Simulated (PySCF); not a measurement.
Polarisability and C₆ of As²⁺ (arsenic, charge +2)

[Ar] 3d10 4s1 4p2, high-spin 4P determinant (an excited configuration). Computed with PySCF 2.14 in x2c-QZVPPall with one added diffuse shell each of s, p, d, f type (12s9p6d5f1g, 113 functions), with the spin-free X2C one-electron Hamiltonian (Gaussian nucleus). Coupled (time-dependent) response in atomic units; α is the mean over directions.

| method | mean α (bohr³) | α xx, yy, zz | C₆ (like pair) | S(−4) |
| --- | --- | --- | --- | --- |
| r2SCANh | 9.276 | 9.693, 9.068, 9.068 | 40.51 | 27.97 |

S(−4) is the Cauchy moment in α(ω) = α(0) + S(−4) ω² + …

Spin-orbit coupling is absent.

α(iu) at r2SCANh:

```json
{"u (hartree)": "0", "α(iu) (bohr³)": "9.276"}
{"u (hartree)": "0.0500", "α(iu) (bohr³)": "9.207"}
{"u (hartree)": "0.100", "α(iu) (bohr³)": "9.006"}
{"u (hartree)": "0.200", "α(iu) (bohr³)": "8.289"}
{"u (hartree)": "0.300", "α(iu) (bohr³)": "7.337"}
{"u (hartree)": "0.500", "α(iu) (bohr³)": "5.435"}
{"u (hartree)": "0.750", "α(iu) (bohr³)": "3.717"}
{"u (hartree)": "1.00", "α(iu) (bohr³)": "2.665"}
{"u (hartree)": "1.50", "α(iu) (bohr³)": "1.592"}
{"u (hartree)": "2.00", "α(iu) (bohr³)": "1.096"}
{"u (hartree)": "3.00", "α(iu) (bohr³)": "0.6539"}
{"u (hartree)": "5.00", "α(iu) (bohr³)": "0.3424"}
```

A single London oscillator, α(iu) = α/(1 + u²/ω²), gives C₆ = (3/4) ω α². Matching the computed C₆ needs ω = 4 × 40.51 / (3 × 9.276²) = 0.628 hartree.

For an ion, C₆ is the dispersion term alone; charge-induced terms of lower order in 1/R come first.

The components differ because the open shell of this determinant is not spherical; for a pure term their mean is the scalar polarisability.
